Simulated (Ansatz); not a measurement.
`C#C[SiH2]C=O` + dimethylamine → `CN(C)C=O` + `C#C[SiH3]` at 400 K and 1 bar (substitution at a C–Si bond).

Program: Ansatz. Geometries: PBE0-D4/def2-TZVP. ΔE: electronic, gas phase. CCSD(T)/CBS is the MP2 limit (def2-TZVPP, def2-QZVPP) plus CCSD(T) − MP2 in def2-TZVPP, frozen cores. Each species was taken in one conformer, which may not be the lowest.

| species | CCSD(T)/CBS energy (Eh) | H − E (kJ/mol) | S (J/(mol·K)) |
| --- | --- | --- | --- |
| `C#C[SiH2]C=O` | -480.72477 | 173.5 | 378.6 |
| `CNC` | -135.00321 | 264.6 | 293.2 |
| `CN(C)C=O` | -248.24099 | 298.1 | 347.5 |
| `C#C[SiH3]` | -367.52081 | 136.8 | 291.4 |

H − E and S are ideal-gas, rigid-rotor, harmonic terms from PBE0-D4/def2-TZVP, for one conformer and one mirror image of each species. 1 Eh = 2625.50 kJ/mol, R = 8.31446 J/(mol·K).

Problem. By hand: ΔE, ΔH, ΔS and ΔG.

Solution. ΔE = (-248.24099) + (-367.52081) − (-480.72477) − (-135.00321) = -0.03382 Eh = -88.8 kJ/mol. Δ(H − E) = 298.1 + 136.8 − 173.5 − 264.6 = -3.2, so ΔH = -92.0 kJ/mol. ΔS = 347.5 + 291.4 − 378.6 − 293.2 = -32.9 J/(mol·K). ΔG = -92.0 − 400 × (-32.9)/1000 = -78.8 kJ/mol.

Problem. By hand: the equilibrium constant, and the temperature at which ΔG would vanish if ΔH and ΔS stayed fixed.

Solution. log₁₀ K = −ΔG/(RT ln 10) = 10.3. ΔG = 0 at ΔH/ΔS = 2796 K, far beyond where these terms or the molecules hold.

ΔH outweighs TΔS. A doubt of 5 kJ/mol in ΔE shifts log₁₀ K by 0.7 here. Other conformers and mirror images would add mixing entropy, several J/(mol·K) or more a flexible species. Modes under 60 cm⁻¹, often nearly free rotors, make the harmonic entropy too high. These are equilibria of isolated gas molecules and say nothing of rates. Largest T1 diagnostic: 0.015 (customary marks: 0.02 for closed shells, 0.045 for open ones).
